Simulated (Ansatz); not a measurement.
Program: Ansatz. Geometries: PBE0-D4/def2-TZVP. ΔE: electronic, gas phase. CCSD(T)/CBS is the MP2 limit (def2-TZVPP, def2-QZVPP) plus CCSD(T) − MP2 in def2-TZVPP, frozen cores. Functionals use def2-TZVPP. B3LYP here is the variant with VWN-RPA as its local correlation; programs differ in this. One conformer a species, not always the lowest.

Consider the substitution at a C–C bond: `CC(C)=C=S` + `O[SiH2]S[SiH2]Cl` → `CO[SiH2]S[SiH2]Cl` + `CC=C=S`.

```
             level  ΔE (eV)
           PBE0-D4     0.71
          B3LYP-D4     0.64
            r2SCAN     0.72
             B3LYP     0.66
     HF/def2-TZVPP     0.62
SCS-MP2/def2-TZVPP     0.72
    MP2/def2-QZVPP     0.79
SCS-MP2/def2-QZVPP     0.74
```

Q: What does CCSD(T)/CBS give? (An estimate is asked.)

A: Computed: +0.73 eV. The listed levels differ from it by -0.02, -0.09, -0.01, -0.07, -0.11, -0.01, 0.06, 0.01 eV.

Largest T1 diagnostic among the species: 0.016.

In def2-TZVPP, CCSD(T) changes the Hartree–Fock value by +0.08 eV (the triples alone add +0.01 eV) and MP2 by +0.16 eV.
